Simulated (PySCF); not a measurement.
**Bond curve of GaF**

Set-up: PySCF, no relativity, basis sets Ga def2-TZVPPD, F def2-TZVPPD. Energies in eV from Ga + F in their ground configurations at the same level. State: ¹Σ⁺ (singlet), closed shell.

All columns are PBE. A positive dipole means Ga(−)F(+).

```tsv
R (Å)	E (eV)	μ (D)	Mulliken charge on Ga (basis-dependent)	HOMO (eV)	LUMO (eV)	Mayer bond order	⟨S²⟩
1.543	-5.167	-0.70	0.03	-6.28	-1.74	0.92	0.00
1.615	-5.782	-1.13	0.10	-6.45	-1.86	0.89	0.00
1.686	-6.126	-1.58	0.18	-6.61	-1.99	0.84	0.00
1.740	-6.258	-1.91	0.23	-6.72	-2.08	0.81	0.00
1.794	-6.311	-2.25	0.29	-6.81	-2.17	0.77	0.00
1.848	-6.304	-2.59	0.34	-6.89	-2.26	0.74	0.00
1.920	-6.228	-3.04	0.40	-6.98	-2.38	0.70	0.00
2.009	-6.061	-3.59	0.47	-7.03	-2.53	0.66	0.00
2.117	-5.797	-4.24	0.53	-7.02	-2.70	0.62	0.00
2.260	-5.400	-5.08	0.60	-6.70	-2.92	0.59	0.00
```

A fit through these points gives, at Re = 1.813 Å, μ = -2.37 D and dμ/dR = -6.28 D/Å; the reduced mass is 14.89 u.

Question: How strong is the fundamental in the double-harmonic approximation, I = 42.26·(dμ/dR)²/μred km/mol?

Answer: I = 42.26·(-6.28)²/14.89 = 112 km/mol at PBE.
